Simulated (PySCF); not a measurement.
This PySCF input asks for the NMR shieldings of `CN1C[C@H](F)C[SiH2]1`, C$_{4}$H$_{10}$FNSi; the geometry comes from GFN2-xTB.

```python
import basis_set_exchange as bse
import numpy as np
from pyscf import gto, dft
from pyscf.prop import nmr

atoms = """
C     2.207567   -0.208195    0.281648
N     0.799100    0.052876    0.171614
C    -0.064352   -1.101892    0.264948
C    -1.488895   -0.568544    0.403956
F    -2.397069   -1.575341    0.128226
C    -1.655887    0.607901   -0.539246
Si    0.043649    1.450962   -0.475387
H     2.746467    0.734197    0.229611
H     2.562802   -0.861435   -0.523852
H     2.433491   -0.692086    1.236747
H    -0.000184   -1.736457   -0.631008
H     0.213374   -1.714058    1.130012
H    -1.680157   -0.267014    1.440444
H    -2.497579    1.230555   -0.250608
H    -1.861760    0.226410   -1.538649
H     0.486194    1.869882   -1.811405
H     0.146241    2.564269    0.473037
"""
names = dict.fromkeys(["C", "N", "F", "Si", "H"], "pcSseg-1")
basis = {el: gto.basis.parse(bse.get_basis(n, elements=[el], fmt="nwchem")) for el, n in names.items()}
mol = gto.M(atom=atoms, basis=basis, charge=0, verbose=0)
mf = dft.RKS(mol, xc="PBE0")
mf.grids.level = 2
mf.grids.alignment = dft.numint.BLKSIZE   # the property module wants whole blocks of grid points
mf.conv_tol = 1e-9
mf.kernel()

calc = nmr.RKS(mf)   # GIAO
C = mf.mo_coeff
Co = C[:, mf.mo_occ > 0]
resp = mf.gen_response(singlet=True, hermi=2)
def vind(x):   # induced exchange potential for any number of trial vectors
    d = np.einsum("pi,xij,qj->xpq", C, 2 * x.reshape(-1, C.shape[1], Co.shape[1]), Co, optimize=True)
    return np.einsum("xpq,pi,qj->xij", resp(d - d.transpose(0, 2, 1)), C, Co, optimize=True).ravel()
mo1, _ = nmr.rhf.solve_mo1(calc, with_cphf=vind)
sigma = calc.kernel(mo1)
for i, s in enumerate(sigma):   # ppm
    print("%2d %-2s %9.2f" % (i, mol.atom_pure_symbol(i), np.trace(s) / 3))
```

Task: What are the results?

Result: 
```
 0 C     149.42
 1 N     252.98
 2 C     124.80
 3 C      92.52
 4 F     373.25
 5 C     166.60
 6 Si    376.81
 7 H      29.05
 8 H      29.07
 9 H      29.13
10 H      28.68
11 H      28.66
12 H      26.42
13 H      30.16
14 H      30.21
15 H      26.79
16 H      26.84
```

These numbers come from an equivalent density-fitted implementation of the same equations, which agrees with the script to about 0.01 ppm for H and up to a few tenths of a ppm for heavy atoms, so last digits may differ.

Task: Turn these shieldings into chemical shifts. Chemical shifts δ = σref − σ; TMS for ¹³C (186.93 ppm), ²⁹Si (349.16 ppm), ¹H (31.72 ppm); ¹⁵N (267.73 ppm) vs NH3; ¹⁹F (170.95 ppm) against CFCl3, all at this level.

Result: Averaging equivalent atoms: C 3: 94.4; C 2: 62.1; C 0: 37.5; C 5: 20.3; N 1: 14.8; F 4: -202.3; Si 6: -27.7; H 12: 5.30; H 15: 4.93; H 16: 4.88; H 11: 3.06; H 10: 3.04; H 7/8/9: 2.63; H 13: 1.56; H 14: 1.51 ppm. Unscaled 19F shifts against computed CFCl3 carry errors that often reach 10 to 50 ppm. Experimental scales use liquid or dissolved standards, which lie at an offset from isolated NH3 (liquid NH3: subtract about 20 ppm).

Size and cost of the density-fitted run: 176 basis functions, 72 s wall time on 1 thread of an Intel Xeon, shared host; peak memory 0.8 GiB.
